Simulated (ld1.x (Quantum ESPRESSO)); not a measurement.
arsenic (As): one change to a TM potential, before and after

```
Element                 : arsenic (As)
Generator               : ld1.x (Quantum ESPRESSO) 7.5
Type                    : norm-conserving Troullier–Martins (Kleinman–Bylander form)
Functional              : PBE
Relativity              : fully relativistic
Frozen core             : [Ar] 3d10
Valence charge          : 5
Reference configuration : 4s2 4p3
Partial waves           : 4s (bound): rc 1.75 bohr; 4p (bound): rc 1.65 bohr
Local potential         : all-electron potential smoothed inside 1.50 bohr (lloc = -1)
Core correction         : a·sin(br)/r model core inside 0.90 bohr
```

Open shells are filled in proportion to 2j + 1 (rel_dist='average').

All-electron outer shells of the reference configuration (PBE, scalar-relativistic, ld1.x):

```tsv
shell	level (eV)	outermost node (bohr)	outermost maximum (bohr)
3p	-133.68	0.22	0.52
3d	-40.65	–	0.47
4s	-14.49	0.73	1.61
4p	-5.19	0.78	2.00
```

Change: all radii but the core radius scaled by about 0.95 (s 1.66, p 1.56 bohr); local potential all-electron potential smoothed inside 1.42 bohr (lloc = -1).

Cutoffs: the cutoffs (Ry, on a coarse ladder) from which the occupation-weighted sum of valence levels, in a spherical-Bessel basis at the reference potential, stays within 10 and 1 mRy of its value at 400 Ry; they do not see the model core or the augmentation charge, which bear on the density cutoff. Errors are all-electron minus pseudo energies relative to the spin-unpolarised reference configuration.

Question: What does the change do?

Answer: The potential gets harder (25 Ry and 45 Ry → 30 Ry and 50 Ry); of the 7 tests that both files solve, the error grows in 1 and shrinks in 3 by more than 15 % and 0.3 meV (median size 7.6 → 4.5 meV); neither file shows a bound ghost. A smaller radius makes the pseudo-wave follow the all-electron one further in, where it bends more sharply, so more plane waves are needed.

```tsv
quantity	base	changed
cutoff, loose	25 Ry	30 Ry
cutoff, tight	45 Ry	50 Ry
bound ghosts	none	none
error for 4s2 4p2, meV [ΔE 9.15 eV]	0.0	+0.6
error for 4s2 4p1, meV [ΔE 27.07 eV]	-7.9	-4.5
error for 4s2 4p0, meV [ΔE 54.78 eV]	-55	-43
error for 4s1 4p4, meV [ΔE 9.41 eV]	-7.6	-5.8
error for 4s2 4p3.3, meV [ΔE -1.23 eV]	0.0	0.0
error for 4s2 4p2.5, meV [ΔE 3.56 eV]	+0.1	+0.2
error for 4s1 4p0, meV [ΔE 105.43 eV]	-277	-247
```
